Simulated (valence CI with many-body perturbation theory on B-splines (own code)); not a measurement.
Level structure of Sb⁴⁵⁺

Level of theory: relativistic CI+MBPT: four valence electrons over a frozen Dirac-Fock core [He], radial functions for each j: 9 s, 9 p, 8 d, 6 f, 3 g, 1 h, with the one-electron correlation potential Σ1, the two-electron term Σ2, the three-electron term Σ3, Breit, model QED; selected CI, second order for the rest, scaled by the run's own slope (own B-spline code, finite nucleus).

No measured spectrum was set against this ion. As an estimate, large intervals hold to a few tenths of a per cent, small ones and those within an open d or f shell to about a per cent. Among the levels kept, up to 280 cm⁻¹ of a level comes from second order outside the variational space, and about a tenth of that is noise between levels of different J, which matters for small intervals.

Levels 1 to 45 of 45, with energies above the lowest level, (2s^2 2p1/2^2) J=0. "Leading %" is the weight of the configuration and term that name the level; weights of strongly mixed levels are sums over their largest components and can fall short, so below about 35 % the name and the second component can differ from the true leading terms, or belong to a minority configuration. In the jj column 3d3/2^4 stands for four electrons in 3d with j = 3/2. Lifetimes count E1, E2, E3, M1 and M2 decay at the calculated energies, and are blank where another channel may lead or the interval is too uncertain; long ones can be off by a factor of two.

```csv
No.,Configuration,Term,J,E (eV),Leading %,Leading jj,Lifetime
1,2s2 2p2,3P,0,0.0,71,2s^2 2p1/2^2 (99 %),
2,2s2 2p2,3P,1,255.8,100,2s^2 2p1/2 2p3/2 (100 %),8.98 ns
3,2s2 2p2,1D,2,270.8,62,2s^2 2p1/2 2p3/2 (100 %),7.76 μs
4,2s 2p3,3P°,2,426.4,43,2s 2p1/2^2 2p3/2 (97 %),85.6 ps
5,2s 2p3,3D°,1,483.8,38,2s 2p1/2^2 2p3/2 (98 %),1.82 ps
6,2s2 2p2,3P,2,538.0,61,2s^2 2p3/2^2 (99 %),3.46 ns
7,2s2 2p2,1S,0,575.5,70,2s^2 2p3/2^2 (98 %),2.58 ns
8,2s 2p3,3D°,2,669.0,49,2s 2p1/2 2p3/2^2 (97 %),8.27 ps
9,2s 2p3,3D°,3,701.8,100,2s 2p1/2 2p3/2^2 (100 %),8.89 ps
10,2s 2p3,3P°,0,735.9,100,2s 2p1/2 2p3/2^2 (100 %),2.19 ps
11,2s 2p3,3S°,1,749.4,41,2s 2p1/2 2p3/2^2 (98 %),1.19 ps
12,2s 2p3,1D°,2,759.6,71,2s 2p1/2 2p3/2^2 (97 %),1.19 ps
13,2s 2p3,3P°,1,763.4,50,2s 2p1/2 2p3/2^2 (98 %),1.41 ps
14,2p4,3P,2,944.7,70,2p1/2^2 2p3/2^2 (99 %),1.22 ps
15,2p4,1S,0,985.7,59,2p1/2^2 2p3/2^2 (98 %),986 fs
16,2s 2p3,3P°,2,993.3,52,2s 2p3/2^3 (97 %),2.23 ps
17,2s 2p3,1P°,1,1046.4,42,2s 2p3/2^3 (98 %),831 fs
18,2p4,3P,1,1209.2,100,2p1/2 2p3/2^3 (100 %),768 fs
19,2p4,1D,2,1225.0,71,2p1/2 2p3/2^3 (100 %),846 fs
20,2p4,3P,0,1510.4,60,2p3/2^4 (99 %),585 fs
21,2s2 2p 3s,3P°,0,4427.8,99,2s^2 2p1/2 3s (99 %),25.6 fs
22,2s2 2p 3s,3P°,1,4430.4,67,2s^2 2p1/2 3s (99 %),20.0 fs
23,2s2 2p 3p,3D,1,4480.1,73,2s^2 2p1/2 3p1/2 (99 %),1.87 ps
24,2s2 2p 3p,3P,0,4507.3,69,2s^2 2p1/2 3p1/2 (98 %),556 fs
25,2s2 2p 3p,3P,1,4561.6,33,2s^2 2p1/2 3p3/2 (71 %),79.8 fs
26,2s2 2p 3p,3D,2,4570.8,55,2s^2 2p1/2 3p3/2 (99 %),1.20 ps
27,2s 2p2 3s,5P,1,4590.0,39,2s 2p1/2^2 3s (68 %),38.2 fs
28,2s 2p2 3s,3P,0,4604.4,72,2s 2p1/2^2 3s (96 %),28.0 fs
29,2s2 2p 3d,3F°,2,4614.3,74,2s^2 2p1/2 3d3/2 (99 %),18.0 fs
30,2s2 2p 3d,3D°,1,4627.8,35,2s^2 2p1/2 3d3/2 (68 %),2.11 fs
31,2s 2p2 3p,5D°,0,4637.5,52,2s 2p1/2^2 3p1/2 (96 %),352 fs
32,2s 2p2 3p,5D°,1,4643.0,20,2s 2p1/2^2 3p1/2 (65 %),21.2 fs
33,2s2 2p 3d,3P°,2,4645.8,46,2s^2 2p1/2 3d5/2 (98 %),3.04 fs
34,2s2 2p 3d,3F°,3,4648.5,49,2s^2 2p1/2 3d5/2 (99 %),3.43 fs
35,2s2 2p 3s,3P°,2,4705.7,96,2s^2 2p3/2 3s (96 %),36.0 fs
36,2s2 2p 3s,1P°,1,4711.3,66,2s^2 2p3/2 3s (97 %),16.0 fs
37,2s 2p2 3p,3P°,2,4724.7,30,2s 2p1/2^2 3p3/2 (94 %),192 fs
38,2s 2p2 3p,3D°,1,4729.1,36,2s 2p1/2^2 3p3/2 (96 %),8.01 fs
39,2s 2p2 3d,5F,1,4767.1,37,2s 2p1/2^2 3d3/2 (80 %),28.5 fs
40,2s2 2p 3p,3P,1,4768.2,41,2s^2 2p3/2 3p1/2 (79 %),136 fs
41,2s2 2p 3p,3D,2,4769.8,28,2s^2 2p3/2 3p1/2 (63 %),41.7 fs
42,2s 2p2 3d,5F,2,4772.2,16,2s 2p1/2^2 3d3/2 (59 %),21.8 fs
43,2s 2p2 3d,3D,3,4797.0,31,2s 2p1/2^2 3d5/2 (96 %),3.44 fs
44,2s 2p2 3d,3F,2,4811.2,30,2s 2p1/2^2 3d5/2 (78 %),3.97 fs
45,2s 2p2 3s,5P,2,4813.5,75,2s 2p1/2 2p3/2 3s (85 %),20.7 fs
```

Where two levels of one J and parity lie close, their mixing, g and order are uncertain.

The ionisation energy to 2s2 2p 2P°_1/2 of the next ion comes out as 7888 eV (NIST: 7887 ± 4 eV (theoretical)). All 45 levels together are meant to be complete up to 4823.0 eV.
